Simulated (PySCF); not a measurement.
**Computed NMR parameters against published values**

Atoms are numbered as in `[CH3:1][O:2][c:3]1[cH:4][cH:5][cH:6][s:7]1`. Each H is labelled by its parent atom.

Gas phase, relativity neglected, single conformer, fast rotation and ring inversion assumed for equivalent nuclei. σ from GIAO-PBE0/pcSseg-1; coordinates at the GFN2-xTB level; PySCF 2.14.0 with density-fitted response routines.

Reference values: estimated from measurements, as parent shift plus tabulated substituent increment (solution, not stated per compound (mostly CDCl3 or CCl4); Pretsch, Buehlmann, Badertscher, Structure Determination of Organic Compounds, 4th ed. (2009)).
| atoms | quantity | reference | computed | computed, scaled |
| --- | --- | --- | --- | --- |
| H(C5) | δ ¹H | 6.68 | 7.01 | 6.70 |
| H(C6) | δ ¹H | 6.49 | 6.33 | 6.06 |
| H(C4) | δ ¹H | 6.16 | 6.44 | 6.16 |

Computed shifts are σ(ref) − σ with the named reference compound (TMS for H and C) calculated as an isolated molecule at the same level. The measured values may be among those fitted. Empirical linear scaling, fitted to shifts measured mostly in CDCl3 for H and C (δ vs TMS): ¹H (scatter 0.17 ppm rms, 0.18 ppm with the 4 outliers that the fit left out). A few per cent of atoms miss by over 2 rms, more outside the fitted compound classes.

**Question.** How far are the unscaled ¹H shifts from the references?

**Answer.** Mean signed difference +0.15 ppm, mean absolute 0.26 ppm over 3 comparisons; the largest is +0.33 ppm at H(C5) (hydrogen on an aromatic CH).
